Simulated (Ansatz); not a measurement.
Hg3⁺. Charge 1, multiplicity 2. Geometry PBE/def2-TZVP, basis def2-TZVP, Ansatz.

```csv
atom,x (Å),y (Å),z (Å)
Hg1,-0.0048,0.0000,0.0021
Hg2,0.5100,-2.6069,1.1075
Hg3,-0.5052,2.6070,-1.1096
```

| run | HOMO (eV) | LUMO (eV) |
| --- | --- | --- |
| A | -12.71 | -6.95 |
| B | -10.63 | -10.36 |
| C | -10.51 | -9.75 |
| D | -10.84 | -9.06 |
| E | -10.28 | -9.92 |
| F | -12.40 | -7.32 |

In the def2 sets Hg takes a core potential; there is no spin–orbit coupling. LC-ωPBE has ω = 0.4 bohr⁻¹. The structure comes from a short search, and lower isomers may exist.

HOMO and LUMO are taken over both spins.

Question: The runs used LC-ωPBE, LDA (SPW92), PBE, PBE0, r2SCAN, ωB97M-V. Estimate which is which.

Answer: A LC-ωPBE (range-separated); B LDA (SPW92) (0 % exact exchange); C r2SCAN (0 % exact exchange); D PBE0 (25 % exact exchange); E PBE (0 % exact exchange); F ωB97M-V (range-separated). Exact exchange lowers occupied and raises empty levels; among semilocal functionals meta-GGAs tend to open the gap a little, and such runs are hard to tell apart. The gap grows from 0.28 eV (LDA (SPW92)) to 5.76 eV (LC-ωPBE).
